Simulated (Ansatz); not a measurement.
Ansatz results at the PBE0-D4/def2-TZVP geometry: LUMO energy (PBE/def2-TZVPP) -5.87 eV; HOMO–LUMO gap (B3LYP/def2-TZVPP) 4.77 eV; HOMO–LUMO gap (PBE/def2-TZVPP) 2.77 eV.

Each molecule was computed in one conformer, which needn't be the lowest.

Q: Which molecule gave them?
A. `CCOB(C)F`
B. `CN(C)B(O)F`
C. `COB(O)Br`
D. `F[Si](F)(F)B([Si](F)(F)F)[Si](F)(F)F`

A: D. The others give `CN(C)B(O)F`: -0.32, 6.96, 5.33; `CCOB(C)F`: 0.02, 9.32, 7.43; `COB(O)Br`: -0.24, 8.59, 6.89.

B3LYP here is the variant with VWN-RPA as its local correlation; programs differ in this.
